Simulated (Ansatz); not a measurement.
CH5ClOSSi (`CO[SiH](S)Cl`), charge 0, multiplicity 1.

**Question.** Give a relaxed structure at PBE0-D4/def2-TZVP (Ansatz 0.2.0). (An estimate is asked.)

**Answer.** Computed: 
Cartesian coordinates in Å:
```
C 0.2909 -0.6287 1.4331
O -0.4538 -0.7499 0.2372
Si -0.0447 -0.0408 -1.1679
S 0.1584 2.0666 -1.0025
Cl -1.5281 -0.5657 -2.4638
H 0.4295 0.4210 1.7090
H 1.2735 -1.1017 1.3363
H -0.2646 -1.1343 2.2232
H 1.2567 -0.5142 -1.6864
H -1.1177 2.2477 -0.6180
```
This is one stationary point; other conformers may exist.
